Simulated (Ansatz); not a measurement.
cyclo-(SnF2)3 (Sn₃F₆). Total charge 0; singlet. Geometry PBE-D4/def2-SVP, basis def2-TZVP, Ansatz.

Cartesian coordinates in Å:
```
Sn -0.008 -0.209 -2.001
F -0.025 -1.899 -0.587
F 1.814 -0.277 -0.764
Sn 1.161 -1.192 1.131
F -0.913 -0.649 1.643
F 0.926 0.973 1.465
Sn -1.153 1.401 0.870
F 0.018 1.737 -0.967
F -1.821 0.115 -0.790
```

```csv
run,HOMO (eV),LUMO (eV)
A,-6.86,-2.17
B,-8.09,-1.51
C,-7.95,-1.75
D,-7.28,-2.03
E,-6.94,-2.25
```

In the def2 sets Sn takes a core potential; there is no spin–orbit coupling. B3LYP takes the VWN-RPA correlation.

Problem. The runs used B3LYP, BLYP, PBE, PBE0, r2SCAN. Estimate which is which.

Solution. A BLYP (0 % exact exchange); B PBE0 (25 % exact exchange); C B3LYP (20 % exact exchange); D r2SCAN (0 % exact exchange); E PBE (0 % exact exchange). Exact exchange lowers occupied and raises empty levels; among semilocal functionals meta-GGAs tend to open the gap a little, and such runs are hard to tell apart. The gap grows from 4.69 eV (BLYP) to 6.58 eV (PBE0).
